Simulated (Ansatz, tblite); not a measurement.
Cost and result up the ladder for `c1csc(-c2cnc(-c3cnc(-c4cncs4)s3)s2)n1` (26 atoms). The state is a singlet with charge 0. Geometry: PBE-D4/def2-SVP.

| atom | x (Å) | y (Å) | z (Å) |
| --- | --- | --- | --- |
| C1 | -4.774 | -2.824 | 3.552 |
| C2 | -4.194 | -4.073 | 3.406 |
| S3 | -2.751 | -3.942 | 2.463 |
| C4 | -3.035 | -2.199 | 2.331 |
| C5 | -2.144 | -1.322 | 1.606 |
| C6 | -2.278 | 0.059 | 1.444 |
| N7 | -1.313 | 0.675 | 0.718 |
| C8 | -0.402 | -0.183 | 0.291 |
| C9 | 0.743 | 0.177 | -0.504 |
| C10 | 1.776 | -0.606 | -1.023 |
| N11 | 2.722 | 0.045 | -1.744 |
| C12 | 2.462 | 1.343 | -1.811 |
| C13 | 3.290 | 2.295 | -2.511 |
| C14 | 3.149 | 3.673 | -2.673 |
| N15 | 4.119 | 4.295 | -3.402 |
| C16 | 5.013 | 3.425 | -3.812 |
| S17 | 4.734 | 1.767 | -3.337 |
| S18 | 0.995 | 1.842 | -0.964 |
| S19 | -0.702 | -1.859 | 0.783 |
| N20 | -4.125 | -1.786 | 2.952 |
| H21 | -5.703 | -2.637 | 4.110 |
| H22 | -4.533 | -5.039 | 3.796 |
| H23 | -3.114 | 0.625 | 1.876 |
| H24 | 1.852 | -1.695 | -0.876 |
| H25 | 2.319 | 4.260 | -2.252 |
| H26 | 5.894 | 3.684 | -4.419 |

Ansatz on 2 threads of AMD EPYC 7R13 on a shared host and a share (18 GiB) of an NVIDIA H100 80GB HBM3; xTB runs through tblite on one thread. Times are rough, summed over both states, and most runs start from the orbitals of an earlier one. PBE0-D4/def2-TZVP serves as the yardstick here, not as an exact answer. The other state is a doublet.

The xTB rows come from tblite. Single mean-field runs in def2-TZVP are fitted with def2-universal-jkfit.

Raw xTB energies of ions are shifted by several eV.

| level | functions | wall time | vertical IE (eV) | difference from PBE0-D4/def2-TZVP (eV) |
| --- | --- | --- | --- | --- |
| GFN1-xTB | 112 | 0.12 s | 12.70 | 5.38 |
| GFN2-xTB | 106 | 0.12 s | 12.35 | 5.02 |
| BLYP-D4/def2-TZVP (with forces) | 680 | 18 s | 6.96 | -0.37 |
| PBE-D4/def2-TZVP (with forces) | 680 | 20 s | 7.11 | -0.21 |
| PBE0-D4/def2-TZVP | 680 | 28 s | 7.33 | 0.00 |
